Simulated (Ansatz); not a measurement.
System: H2Be, singlet: map of symmetric stretch and bend. Scanned: Be-H bond length and H-Be-H angle.

Cartesian coordinates as functions of the variables (Å; names that start with a are angles):
```
Be  0  0  0
H  r*sin(a/2)  0  r*cos(a/2)
H  -r*sin(a/2)  0  r*cos(a/2)
```

Calculation: CCSD on RHF/cc-pVTZ, frozen core (Ansatz, a program for electronic structure).

Energy in kcal/mol above the lowest grid point; x is the Be-H bond length (Å), y the H-Be-H angle (°).

```csv
y \ x,1.13,1.19,1.26,1.33,1.39,1.46,1.53,1.59,1.66,1.74,1.80
180,19.6,8.9,2.1,0.0,1.0,4.8,10.6,16.7,24.9,35.1,43.2
168.57,20.3,9.6,2.8,0.6,1.7,5.4,11.1,17.3,25.4,35.6,43.7
160.45,21.6,10.9,4.0,1.9,2.8,6.5,12.3,18.4,26.5,36.6,44.6
148.84,24.8,14.0,7.0,4.8,5.7,9.3,14.9,20.9,28.9,38.9,46.8
141.38,27.7,16.8,9.8,7.4,8.3,11.7,17.3,23.2,31.1,41.0,48.8
129.84,33.5,22.5,15.3,12.8,13.5,16.8,22.1,27.9,35.6,45.3,52.9
118.48,41.1,29.8,22.4,19.7,20.2,23.2,28.3,33.9,41.3,50.7,58.1
110.74,47.3,36.0,28.4,25.4,25.8,28.6,33.5,38.8,46.0,55.1,62.3
101.70,55.9,44.4,36.6,33.4,33.4,36.0,40.6,45.7,52.6,61.3,68.2
88.43,71.4,59.5,51.3,47.7,47.3,49.4,53.4,58.1,64.4,72.5,78.8
79.20,84.1,72.1,63.6,59.7,59.1,60.8,64.4,68.6,74.5,82.0,88.0
70,98.4,86.3,77.6,73.4,72.6,73.9,77.2,81.0,86.4,93.4,98.9
```

Points that lie below all their neighbours on the grid: x = 1.33, y = 180 on the edge of the grid (0.0 kcal/mol).
